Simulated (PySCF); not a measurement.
C2H4O3, SMILES OC(=O)OC.

The structure is a stationary point at B3LYP-D3(BJ)/def2-SVP. Other conformers were not sampled.

The numbers are results of CAM-B3LYP/def2-TZVP run with PySCF, not measurements.

The molecule is in vacuum.

Computed frontier levels, gap, dipole moment and polarisability:
The highest occupied level is -10.10 eV, the lowest empty level is 1.70 eV and the orbital gap is 11.80 eV. The dipole moment is 0.62 D. The quadrupole, principal values (traceless, Buckingham form, about the centre of nuclear charge) comes out as -11.20, -0.88, 12.08 D·Å and the mean static polarisability is 34.8 bohr³ (5.16 Å³). The polarisability, principal values is 26.3, 35.3, 42.9 bohr³.
